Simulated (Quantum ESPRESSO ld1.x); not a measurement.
Task: All-electron atom: Ga+ in [Ar] 3d9 4s2 4p1 (not the ground configuration). Calculated with ld1.x of Quantum ESPRESSO 7.5: Dirac Kohn-Sham, BLYP, spin-unpolarised, spherical densities, point nucleus; open shells fill j = l - 1/2 first. Some entries of the table are withheld. Estimate them.

| orbital | occ. | eigenvalue (eV) | <r^2> (bohr^2) |
|---|---|---|---|
| 1s1/2 | 2 | -10249.0 | 0.003178 |
| 2s1/2 | 2 | -1282.15 | 0.05593 |
| 2p1/2 | 2 | (1) | (2) |
| 2p3/2 | 4 | (3) | (4) |
| 3s1/2 | 2 | -166.360 | 0.4841 |
| 3p1/2 | 2 | -119.495 | 0.5211 |
| 3p3/2 | 4 | -115.789 | 0.5374 |
| 3d3/2 | 4 | (5) | 0.7420 |
| 3d5/2 | 5 | (6) | 0.7520 |
| 4s1/2 | 2 | -19.2349 | 4.962 |
| 4p1/2 | 1 | -11.1712 | 7.779 |
| 4p3/2 | 0 | -10.9478 | 8.005 |

Result: 
(1) 2p1/2 eigenvalue (eV): -1137.46
(2) 2p1/2 <r^2> (bohr^2): 0.04356
(3) 2p3/2 eigenvalue (eV): -1109.80
(4) 2p3/2 <r^2> (bohr^2): 0.04507
(5) 3d3/2 eigenvalue (eV): -36.9961
(6) 3d5/2 eigenvalue (eV): -36.4988
